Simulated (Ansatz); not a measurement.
`CCC[O][AlH2]` at its PBE0-D4/def2-TZVP geometry, where that method's forces vanish. Total charge 0; spin multiplicity 1.

| atom | x (Å) | y (Å) | z (Å) |
| --- | --- | --- | --- |
| C1 | 0.751 | -2.067 | -0.153 |
| C2 | -0.282 | -0.966 | 0.012 |
| C3 | 0.347 | 0.352 | 0.417 |
| O4 | -0.624 | 1.340 | 0.626 |
| Al5 | -1.011 | 2.779 | -0.164 |
| H6 | 0.283 | -3.008 | -0.447 |
| H7 | 1.293 | -2.244 | 0.780 |
| H8 | 1.488 | -1.810 | -0.919 |
| H9 | -1.021 | -1.243 | 0.770 |
| H10 | -0.833 | -0.820 | -0.924 |
| H11 | 0.911 | 0.213 | 1.349 |
| H12 | 1.072 | 0.663 | -0.351 |
| H13 | -0.137 | 3.223 | -1.410 |
| H14 | -2.237 | 3.588 | 0.413 |

Question: For each bond, give half the difference of the two atoms' forces along it (eV/Å; positive pushes the atoms apart) under PBE-D4, r2SCAN-D4, B3LYP-D4, ωB97M-V in def2-TZVPP. (Estimate.)

Answer: Ansatz gave: 
| bond | length (Å) | PBE-D4 | r2SCAN-D4 | B3LYP-D4 | ωB97M-V |
| --- | --- | --- | --- | --- | --- |
| C1–C2 | 1.518 | 0.00 | 0.12 | 0.19 | 0.19 |
| C1–H6 | 1.092 | 0.09 | -0.04 | -0.08 | -0.08 |
| C1–H7 | 1.094 | 0.11 | -0.04 | -0.06 | -0.08 |
| C1–H8 | 1.094 | 0.11 | -0.04 | -0.06 | -0.08 |
| C2–C3 | 1.515 | -0.01 | 0.04 | 0.09 | 0.08 |
| C2–H9 | 1.094 | 0.11 | -0.05 | -0.10 | -0.11 |
| C2–H10 | 1.096 | 0.11 | -0.04 | -0.09 | -0.11 |
| C3–O4 | 1.401 | 0.24 | 0.28 | 0.28 | 0.26 |
| C3–H11 | 1.098 | 0.09 | -0.07 | -0.14 | -0.15 |
| C3–H12 | 1.101 | 0.07 | -0.07 | -0.12 | -0.13 |
| O4–Al5 | 1.687 | 0.21 | -0.03 | 0.01 | 0.06 |
| Al5–H13 | 1.586 | -0.03 | -0.03 | -0.08 | -0.12 |
| Al5–H14 | 1.577 | -0.02 | -0.04 | -0.11 | -0.15 |

B3LYP here is the variant with VWN-RPA as its local correlation; programs differ in this.
